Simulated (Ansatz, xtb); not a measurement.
**Relative energy of two isomers of C2H6OSSi**

Structure I is `[SiH3][C@@H]1O[C@H]1S`, a singlet and structure II is `[SiH3][C@@H]1O[C@@H]1S`, a singlet. Both are isolated molecules in the gas phase, relaxed with B3LYP-D3(BJ)/def2-SVP; the shapes shown needn't be the lowest conformers.

I (Å):

```xyz
11

C     0.2528    0.8702    0.8487
C    -0.5574    1.1232    2.0575
O     0.3480    2.0998    1.6208
S    -2.3261    1.4768    2.0450
Si    1.8032   -0.2129    0.8793
H     2.2171   -0.3938    2.2985
H     1.5054   -1.5382    0.2628
H     2.8957    0.4514    0.1148
H    -0.2742    0.9946   -0.1099
H    -0.3015    0.6159    2.9991
H    -2.3361    2.0637    0.8259
```

II (Å):

```yaml
atoms:
  - { symbol: C, position_ang: [0.6350, 1.3483, 0.9488] }
  - { symbol: C, position_ang: [-0.8390, 1.2955, 1.0262] }
  - { symbol: O, position_ang: [-0.1074, 1.9378, 2.0401] }
  - { symbol: S, position_ang: [-1.6856, -0.2614, 1.3667] }
  - { symbol: Si, position_ang: [1.8323, -0.0537, 1.4014] }
  - { symbol: H, position_ang: [1.2244, -0.9921, 2.3767] }
  - { symbol: H, position_ang: [2.2214, -0.7777, 0.1557] }
  - { symbol: H, position_ang: [3.0474, 0.5762, 1.9916] }
  - { symbol: H, position_ang: [1.0352, 2.0936, 0.2421] }
  - { symbol: H, position_ang: [-1.4154, 1.9729, 0.3822] }
  - { symbol: H, position_ang: [-2.8009, 0.3057, 1.8825] }
```

Question: Estimate which is lower in electronic energy at CCSD(T)/def2-SVP + ΔMP2/def2-TZVPP, and by roughly how much.

Answer: Too close to call at this level: CCSD(T)/def2-SVP + ΔMP2/def2-TZVPP gives E(II) − E(I) = +0.40 kcal/mol.

Level by level:

| level | geometry | E(II) − E(I) (kcal/mol) | departure from the last row (kcal/mol) | job, with rough time for the two |
| --- | --- | --- | --- | --- |
| GFN2-xTB | GFN2-xTB | +0.05 | −0.36 | optimisation, 1.3 s |
| HF/STO-3G | GFN2-xTB | +2.20 | +1.80 | single point, 2.4 s |
| r2SCAN-D4/def2-SVP | GFN2-xTB | +0.34 | −0.06 | single point, 14 s |
| B3LYP-D3(BJ)/def2-SVP | B3LYP-D3(BJ)/def2-SVP | +0.04 | −0.36 | optimisation, 5.1 min |
| HF/def2-SVP | B3LYP-D3(BJ)/def2-SVP | +0.39 | −0.02 | part of the CCSD(T) run |
| MP2/def2-SVP | B3LYP-D3(BJ)/def2-SVP | +0.25 | −0.15 | part of the CCSD(T) run |
| CCSD(T)/def2-SVP | B3LYP-D3(BJ)/def2-SVP | +0.26 | −0.15 | single point |
| CCSD(T)/def2-SVP + ΔMP2/def2-TZVPP | B3LYP-D3(BJ)/def2-SVP | +0.40 |  | single point, 70 s |

As drawn, both hold the same kinds of bond in the same numbers.

The largest departure from CCSD(T)/def2-SVP + ΔMP2/def2-TZVPP is that of HF/STO-3G, 1.80 kcal/mol. The last row adds to CCSD(T) the change of the MP2 difference between the two basis sets, here +0.15 kcal/mol.

With harmonic frequencies from B3LYP-D3(BJ)/def2-SVP (ideal gas, rigid rotor, one conformer each, 298.15 K, 1 atm): the zero-point term adds −0.05 kcal/mol; ΔH is +0.38 and ΔG +0.06 kcal/mol.

The correlated steps freeze 13 core orbitals. Codes used: Ansatz 0.2.0, xtb 6.7.1; the last row on 2 threads of AMD EPYC (Zen 3) on a shared host.
